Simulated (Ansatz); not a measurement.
`O=[CH][AlH][C]#C[SeH]` → Al• + 3 C• + 3 H• + O• + Se•  (atomization)

Gas-phase electronic energies from Ansatz, PBE0-D4/def2-TZVP geometries. CCSD(T)/CBS adds triple-zeta CCSD(T) − MP2 to the extrapolated MP2 energy (def2 sets, frozen cores). This one scheme is used for every species, atoms too. For atomizations the MP2-based limit and the directly extrapolated one differ by several kJ/mol either way, and by 10 to 25 for some Ge, Se and Sn compounds, so smaller differences from it don't rank the levels. DFT in def2-TZVPP. Open shells (•) are unrestricted, without spin–orbit coupling. Spin–orbit coupling would lower the free atoms: a little for Al, C, O; clearly for Se. Bonds to Se are less sure, by a few kJ/mol each and by 10 to 20 or more in all where they break to atoms, as the def2 sets lack core-valence functions. Scalar relativity is left out up to krypton. Each species was taken in one conformer, which may not be the lowest.

Task: What is ΔE at CCSD(T)/CBS? (An estimate is asked.)

Result: Computed: +35.46 eV.

Task: What do these levels give: r2SCAN-D4, r2SCAN, r2SCANh, CAM-B3LYP, HF/def2-QZVPP, HF/CBS(def2)? (An estimate is asked.)

Result: The calculation gave: r2SCAN-D4 35.69, r2SCAN 35.64, r2SCANh 35.19, CAM-B3LYP 35.19, HF/def2-QZVPP 23.99, HF/CBS(def2) 24.00 eV.

Largest T1 diagnostic among the species: 0.018.

In def2-TZVPP, CCSD(T) changes the Hartree–Fock value by +10.43 eV (the triples alone add +0.91 eV) and MP2 by +11.72 eV; breaking electron pairs costs correlation energy, which Hartree–Fock lacks. The D4 term adds +0.34 eV with B3LYP and +0.18 eV with PBE0; it sums over pairs of atoms, weighted by their polarisabilities, and B3LYP, whose exchange is more repulsive, gets the larger term. At CCSD(T), def2-SVP lies −2.02 eV from the extrapolated value and def2-TZVPP −1.08 eV: correlation converges slowly with the basis, and small sets miss more of it in the bonded molecule than in its fragments.

B3LYP here is the variant with VWN-RPA as its local correlation; programs differ in this.
